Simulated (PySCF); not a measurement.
PySCF input (BP86/6-31G* with LANL2DZ past Ar (5d)):

```python
from pyscf import gto, dft

mol = gto.M(
    atom='''
    Sn    0.00624545    0.00001533    0.04778301
    H    -0.14809190   -1.26562731   -1.19522083
    H    -0.16418077    1.26486076   -1.19392983
    ''',
    basis={'default': '6-31g*', 'Sn': 'lanl2dz'},
    ecp={'Sn': 'lanl2dz'},
    charge=0,
    spin=0,
    verbose=4,
)

mf = dft.RKS(mol, xc='bp86')
mf.grids.level = 3
mf.conv_tol = 1e-9
mf.max_cycle = 100
mf.max_memory = 1500
mf.kernel()
if not mf.converged:
    mf = mf.newton()
    mf.kernel(mf.make_rdm1())
mf.dip_moment()
```

From the last part of the output:

```
method = RKS
initial guess = minao
damping factor = 0
level_shift factor = 0
DIIS = <class 'pyscf.scf.diis.CDIIS'>
diis_start_cycle = 1
diis_space = 8
diis_damp = 0
SCF conv_tol = 1e-09
SCF conv_tol_grad = None
SCF max_cycles = 100
direct_scf = True
direct_scf_tol = 1e-13
XC library pyscf.dft.libxc version 7.1.2
    S. Lehtola, C. Steigemann, M. J. T. Oliveira, and M. A. L. Marques,  SoftwareX 7, 1–5 (2018)
XC functionals = bp86
    A. D. Becke,  Phys. Rev. A 38, 3098 (1988)
    J. P. Perdew,  Phys. Rev. B 33, 8822 (1986)
    J. P. Perdew,  Phys. Rev. B 34, 7406–7406 (1986)
radial grids:
    Treutler-Ahlrichs [JCP 102, 346 (1995); DOI:10.1063/1.469408] (M4) radial grids

becke partition: Becke, JCP 88, 2547 (1988); DOI:10.1063/1.454033
pruning grids: <function nwchem_prune>
grids dens level: 3
symmetrized grids: False
atomic radii adjust function: <function treutler_atomic_radii_adjust>
small_rho_cutoff = 0
Set gradient conv threshold to 3.16228e-05
Initial guess from minao.
tot grids = 41576
init E= 2.56882435242395
  HOMO = -0.121234759303579  LUMO = -0.0341239071082784  gap/eV = 2.37041
cycle= 1 E= -4.48402548915073  delta_E= -7.05  |g|= 0.289  |ddm|= 2.73
  HOMO = -0.235354028148311  LUMO = -0.183512119744313  gap/eV = 1.41069
cycle= 2 E= -4.48646542007189  delta_E= -0.00244  |g|= 0.291  |ddm|=  1.1
  HOMO = -0.213305569106348  LUMO = -0.147302889148847  gap/eV = 1.79602
cycle= 3 E= -4.54307619960725  delta_E= -0.0566  |g|= 0.0204  |ddm|= 0.609
  HOMO = -0.209456253859293  LUMO = -0.142190713425213  gap/eV = 1.83039
cycle= 4 E= -4.54339056710724  delta_E= -0.000314  |g|= 0.000942  |ddm|= 0.0719
  HOMO = -0.209849113160538  LUMO = -0.142485597367436  gap/eV = 1.83305
cycle= 5 E= -4.54339110487077  delta_E= -5.38e-07  |g|= 8.03e-05  |ddm|= 0.00264
  HOMO = -0.209793807739191  LUMO = -0.142444697665334  gap/eV = 1.83266
cycle= 6 E= -4.54339111006708  delta_E= -5.2e-09  |g|= 2.63e-06  |ddm|= 0.000245
  HOMO = -0.209794823182155  LUMO = -0.142445486382563  gap/eV = 1.83267
cycle= 7 E= -4.54339111007264  delta_E= -5.56e-12  |g|= 1.96e-07  |ddm|= 7.85e-06
  HOMO = -0.209794797903557  LUMO = -0.142445488463816  gap/eV = 1.83267
Extra cycle  E= -4.54339111007264  delta_E= -2.66e-15  |g|= 2.07e-07  |ddm|= 1.25e-06
converged SCF energy = -4.54339111007264
Dipole moment(X, Y, Z, Debye):  0.06915,  0.00017,  0.52905
```

The geometry given is a B3LYP-D3(BJ)/def2-TZVP minimum.
